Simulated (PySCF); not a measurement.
# UHF on Sc (scandium, neutral)

Configuration: [Ar] 3d1 4s2, 2D determinant. Computed with PySCF 2.14 in def2-TZVPPD (6s6p4d2f1g, 67 functions), with the non-relativistic Hamiltonian (point nucleus).

- Total energy: -759.725079 hartree
- One-electron energy: -1040.1270 hartree
- Hartree (Coulomb) energy: 318.4508 hartree
- Exchange energy: -38.0490 hartree
- Kinetic energy: 759.66404 hartree
- ⟨S²⟩: 0.7622
- ⟨L²⟩: 6.053
- Sum of ⟨r⟩: 21.47 bohr
- Sum of ⟨r²⟩: 53.04 bohr²
- Traceless quadrupole moment −½Σ⟨3z² − r²⟩ along its main axis: 0.205 e·bohr²
- Density at the nucleus (Gaussians lack the cusp): 6010 bohr⁻³
- Spin density at the nucleus: 0.0672 bohr⁻³
- Langevin diamagnetic susceptibility: -42.0 ×10⁻⁶ cm³/mol

| shell | electrons | mean orbital energy (eV) | spread (eV) | rms radius, mean of both spins (bohr) |
| --- | --- | --- | --- | --- |
| 1s β | 1 | -4514.4 | 0 | 0.0852 |
| 1s α | 1 | -4514.4 | 0 | 0.0852 |
| 2s α | 1 | -519.38 | 0 | 0.373 |
| 2s β | 1 | -519.04 | 0 | 0.373 |
| 2p α | 3 | -426.53 | 0.078 | 0.341 |
| 2p β | 3 | -426.18 | 0.491 | 0.341 |
| 3s α | 1 | -70.590 | 0 | 1.16 |
| 3s β | 1 | -69.118 | 0 | 1.16 |
| 3p α | 3 | -43.769 | 0.980 | 1.27 |
| 3p β | 3 | -41.914 | 1.457 | 1.27 |
| 3d α | 1 | -9.498 | 0 | 1.91 |
| 4s α | 1 | -5.884 | 0 | 4.24 |
| 4s β | 1 | -5.569 | 0 | 4.24 |

Spin-orbit constants ζ (cm⁻¹) from the X2C one-electron operator on these orbitals (non-relativistic here): bare nucleus, nucleus screened by l(l+1)(2l+1)/3 electrons, and screened by the Breit-Pauli mean field of the electrons.

```json
{"shell": "2p", "bare": "26150", "screened nucleus": "23660", "mean field": "22490"}
{"shell": "3p", "bare": "2696", "screened nucleus": "2440", "mean field": "2300"}
{"shell": "3d", "bare": "173.1", "screened nucleus": "90.65", "mean field": "75.06"}
```

To first order the Landé constant is A = 75.06 cm⁻¹, so the lowest level has J = 3/2 and lies 0.0140 eV below the centre of the term.
